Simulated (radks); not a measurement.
Q: All-electron calculation, non-relativistic Kohn-Sham, PBE, spin-polarised, spherical densities, point nucleus; open shells are filled with parallel spins first (spin-orbit coupling, left out, can overturn this in heavy ions). Program: a radial shooting solver on a logarithmic mesh with Libxc functionals. Response by self-consistent Sternheimer equations with the Hartree and adiabatic LDA kernel. For heavy and open-shell atoms this level of theory can miss by tens of per cent. Rank Be, Ti2+, Ga, Br, Se2+, Be+, Rb, Ag, N (NIST ground configurations) by static dipole polarisability, largest first.

A: Rb 339.1, Ga 63.96, Ag 58.84, Be 42.66, Br 22.36, Be+ 20.49, Se2+ 9.440, N 8.279, Ti2+ 5.335 bohr^3.
